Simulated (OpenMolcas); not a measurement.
Sb II: effect of the active space

| Property | Result |
| --- | --- |
| Program | OpenMolcas |
| Method | CASSCF |
| Basis | ANO-RCC-MB |
| Scalar Hamiltonian | DKH2, point nucleus |
| Spin-orbit coupling | RASSI with atomic mean-field integrals over the reference wave functions, term energies averaged over their components |

A. 2 electrons in 3 orbitals (5p); 2S+1 = 3 even, 3 roots; 2S+1 = 1 even, 6 roots; cost about 2.3 core-seconds
B. 4 electrons in 4 orbitals (5s 5p); 2S+1 = 3 even, 3 roots; 2S+1 = 1 even, 6 roots; 2S+1 = 5 odd, 1 root; 2S+1 = 3 odd, 9 roots; 2S+1 = 1 odd, 8 roots; cost roughly 13 core-seconds

Energies in cm-1 above 5s2 5p2 3P0, the measured ground level; measured values from NIST Handbook of Basic Atomic Spectroscopic Data.

```tsv
Level	A	B	Measured
5s2 5p2 3P0	0.0	0.0	0.0
5s2 5p2 3P1	2003	2105	3055
5s2 5p2 3P2	4281	4345	5658
5s2 5p2 1D2	12558	12608	12790
5s2 5p2 1S0	25682	21188	23906
```

Deviations, from unrounded energies. A percentage is the sum of absolute deviations over the sum of measured energies, with the sign that they share, or ± where signs differ.

```csv
Against measurement,Levels,A,B
mean absolute deviation (cm-1),4,1100,1300
fine structure of the ground term (%),2,-27.9,-26.0
other terms of the ground configuration (%),2,±5.5,-7.9
```

A lies closest to measurement on these levels. The largest miss of A in the table is 5s2 5p2 1S0, by +1800 cm-1. The ranking rests on the paired levels alone, and a cruder setting can come out closer through cancelling errors.

Between A and B the level of the table that moves most is 5s2 5p2 1S0, by 4500 cm-1 (lowest in B, highest in A).

With the s shell closed, the reference lacks s² → p² mixing (holds for A). Computed and measured levels are paired by configuration, term and J; levels that our copy of the source lacks, or whose pairing is in doubt (as where it misses far off the trend of its configuration), stay unpaired and out of the deviations. Only configurations of the active space appear. Levels that lie high or do not pair safely by name in every column are left out.
